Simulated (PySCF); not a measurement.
**Atomic charges by several schemes**

Species: C₇H₉F₃OS.
SMILES with atom numbers: `[O:1]=[S@@:2]1[C@@H:3]2[CH2:4][CH2:5][C@H:6]1[C@@H:7]([C:8]([F:9])([F:10])[F:11])[CH2:12]2` (hydrogens: H13 on C3; H14, H15 on C4; H16, H17 on C5; H18 on C6; H19 on C7; H20, H21 on C12)

Geometry (PBE0-D3(BJ)/def2-SVP, Å), atoms numbered from 1 in this order:
```xyz
21
C7H9F3OS angstrom
O     -1.0734   -0.7122   -2.7291
S     -0.0740   -1.1107   -1.6856
C     -0.9539   -1.2538   -0.0488
C     -1.7376    0.0547    0.0072
C     -0.7878    1.1457   -0.5440
C      0.5315    0.4416   -0.8307
C      1.1964   -0.1726    0.3995
C      1.6186    0.8234    1.4552
F      0.5776    1.3814    2.0867
F      2.3645    0.2262    2.3909
F      2.3425    1.8145    0.9292
C      0.2097   -1.2473    0.9337
H     -1.5711   -2.1615   -0.0176
H     -2.6365   -0.0203   -0.6189
H     -2.0579    0.2570    1.0408
H     -0.6545    1.9908    0.1443
H     -1.1790    1.5372   -1.4930
H      1.2223    0.9998   -1.4756
H      2.1380   -0.6506    0.0855
H     -0.1500   -1.0032    1.9445
H      0.6982   -2.2300    0.9914
```

Density: PBE0/pcSseg-1 (PySCF); schemes: Mulliken, IAO, Hirshfeld and ESP-fitted. Isolated species at its PBE0-D3(BJ)/def2-SVP geometry, gas phase.

Q: Tabulate the Mulliken, IAO, Hirshfeld and ESP-fitted charges.

A: In e:

```tsv
atom	environment	Mulliken	IAO	Hirshfeld	ESP-fitted
O1	sulfinyl oxygen	-0.613	-0.880	-0.353	-0.416
S2	sulfinyl sulfur	+0.700	+1.003	+0.316	+0.237
C3	sp3 carbon bound to sulfur	-0.434	-0.238	-0.036	+0.082
C4	ring CH2 carbon	-0.139	-0.274	-0.074	-0.314
C5	ring CH2 carbon	-0.136	-0.279	-0.082	-0.076
C6	sp3 carbon bound to sulfur	-0.378	-0.243	-0.044	-0.125
C7	sp3 CH carbon	-0.393	-0.177	-0.061	-0.233
C8	CF3 carbon	+0.897	+0.808	+0.262	+0.503
F9	fluorine of a CF3 group	-0.270	-0.284	-0.071	-0.136
F10	fluorine of a CF3 group	-0.267	-0.282	-0.090	-0.163
F11	fluorine of a CF3 group	-0.266	-0.280	-0.085	-0.184
C12	ring CH2 carbon	-0.074	-0.275	-0.078	-0.589
H13	methine hydrogen	+0.143	+0.156	+0.052	+0.138
H14	methylene hydrogen	+0.156	+0.159	+0.045	+0.133
H15	methylene hydrogen	+0.140	+0.143	+0.042	+0.140
H16	methylene hydrogen	+0.153	+0.151	+0.034	+0.090
H17	methylene hydrogen	+0.164	+0.163	+0.043	+0.101
H18	methine hydrogen	+0.146	+0.160	+0.048	+0.172
H19	methine hydrogen	+0.167	+0.164	+0.045	+0.186
H20	methylene hydrogen	+0.151	+0.153	+0.041	+0.235
H21	methylene hydrogen	+0.152	+0.152	+0.046	+0.216
```

Mean size of the charges over all atoms: IAO 0.306 e, Mulliken 0.283 e, ESP-fitted 0.213 e, Hirshfeld 0.093 e. Each set sums to the total charge, 0, to within 0.001 e. The Mulliken scheme gives each basis function's population to the atom it is centred on and halves the overlap population of two atoms between them.

Lowest charge. The schemes don't all agree: Mulliken O1 (-0.613); IAO O1 (-0.880); Hirshfeld O1 (-0.353); ESP-fitted C12 (-0.589).

Highest charge. The schemes don't all agree: Mulliken C8 (+0.897); IAO S2 (+1.003); Hirshfeld S2 (+0.316); ESP-fitted C8 (+0.503).

Q: How many electrons does the Mulliken scheme count on C3?

A: Z − q = 6 − (-0.434) = 6.434.

Q: How closely do the schemes follow one another over all atoms?

A: Correlation coefficient and root-mean-square difference: IAO with Hirshfeld 0.99, 0.267 e; Mulliken with IAO 0.95, 0.130 e; Mulliken with Hirshfeld 0.91, 0.241 e; IAO with ESP-fitted 0.81, 0.241 e; Hirshfeld with ESP-fitted 0.80, 0.167 e; Mulliken with ESP-fitted 0.76, 0.231 e.

These values come from a run that also computed NMR shieldings. The run took 41 s wall, 92 s CPU on 2 threads of an Intel Xeon Platinum 8488C, on a shared host, and the process peaked at 2.1 GiB of memory.
